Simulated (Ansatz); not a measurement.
Consider the formal exchange of groups at a C–B bond: `BCCI` + CH₄ → `CCCI` + BH₃.

Program: Ansatz. Geometries: PBE0-D4/def2-TZVP. ΔE: electronic, gas phase. CCSD(T)/CBS adds triple-zeta CCSD(T) − MP2 to the extrapolated MP2 energy (def2 sets, frozen cores). This one scheme is used for every species. Functionals use def2-TZVPP. B3LYP here is the variant with VWN-RPA as its local correlation; programs differ in this. Elements past krypton have def2 core potentials. For I outer-core shells are correlated without core-valence functions, which leaves a few kJ/mol of doubt a bond. Each species was taken in one conformer, which may not be the lowest.

```tsv
level	ΔE (kJ/mol)	difference from CCSD(T)/CBS
PBE-D4	61.7	10.0
r2SCAN-D4	61.6	9.9
PBE0-D4	58.0	6.3
PBE	63.8	12.1
B3LYP	59.8	8.1
HF/def2-TZVPP	48.1	-3.6
SCS-MP2/def2-TZVPP	47.9	-3.8
CCSD(T)/def2-TZVPP	50.5	-1.2
HF/def2-QZVPP	48.1	-3.6
MP2/CBS(def2)	51.6	-0.1
CCSD(T)/CBS	51.7	0
```

Largest T1 diagnostic among the species: 0.009.

From PBE to PBE0 (25 % exact exchange), in def2-TZVPP and without D4, ΔE moves by −4.0 kJ/mol. The D4 term adds −3.4 kJ/mol with B3LYP and −1.8 kJ/mol with PBE0; it sums over pairs of atoms, weighted by their polarisabilities, and B3LYP, whose exchange is more repulsive, gets the larger term.
